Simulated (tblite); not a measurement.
Species: C5H13NOSi.
Atom-mapped SMILES: `[CH2:1]=[C:2]([CH2:3][CH3:4])[Si@H:5]([NH2:6])[O:7][CH3:8]` (hydrogens: H9, H10 on C1; H11, H12 on C3; H13, H14, H15 on C4; H16 on Si5; H17, H18 on N6; H19, H20, H21 on C8)

Computed geometry: GFN2-xTB, gas phase.

**Question.** What internal coordinates does the optimisation give?

**Answer.** 
```
                  bond  length (Å)
                 C1=C2       1.327
                 C2–C3       1.503
                 C3–C4       1.527
                C2–Si5       1.898
                Si5–N6       1.720
                Si5–O7       1.631
                 O7–C8       1.393
                 C1–H9       1.081
                C1–H10       1.078
                C3–H11       1.093
                C3–H12       1.093
C4–H13, C4–H14, C4–H15       1.088
               Si5–H16       1.470
        N6–H17, N6–H18       1.005
C8–H19, C8–H20, C8–H21       1.092
```

Bonds in one row agree within 0.01 Å and their mean is given. A selection of angles:
```
     angle  degrees
  C1–C2–C3    120.6
 C1–C2–Si5    121.7
 C3–C2–Si5    117.6
  C2–C3–C4    111.1
 C2–Si5–N6    115.2
 C2–Si5–O7    112.1
 N6–Si5–O7    101.0
 Si5–O7–C8    126.5
H17–N6–Si5    119.5
H18–N6–Si5    117.6
```

Dihedral angles: C1–C2–C3–C4 -114° (anticlinal); C1–C2–Si5–N6 90°; C2–Si5–O7–C8 -65° (synclinal).

The 3 C–C bonds span 1.327 Å (C1=C2, drawn double) to 1.527 Å (C3–C4, drawn single), a spread of 0.200 Å. N6 (silicon-bound nitrogen) is pyramidal (angles 119.5°, 117.6° and 110.7°, sum 347.9°, 0.24 Å off the plane of its three neighbours). Si5 (oxygen-bound silicon) is distorted tetrahedral (angles from 101.0° to 115.2°). Of the pairs four or more bonds apart, Si5···H14 is among the closest relative to their van der Waals radii: 2.95 Å, 89 % of the sum of Bondi's values.

Point group: C1 (no symmetry element, even within 0.4 Å). Its GFN2-xTB frequencies are all real (lowest 39 cm⁻¹). The numbers are those of one conformer (C1–C2–C3–C4 -114°, C1–C2–Si5–N6 90°, C2–Si5–N6–H 24° and -115°, C2–Si5–O7–C8 -65°). 3 starts were optimised and ended at 0.00, 0.82 and 0.86 kcal/mol (GFN2-xTB); the lowest of these is shown.

Time: 2.2 s wall. Hardware: one thread of an Arm Neoverse N1, shared host with 64 logical CPUs at a one-minute load of 55. This is the geometry optimisation.
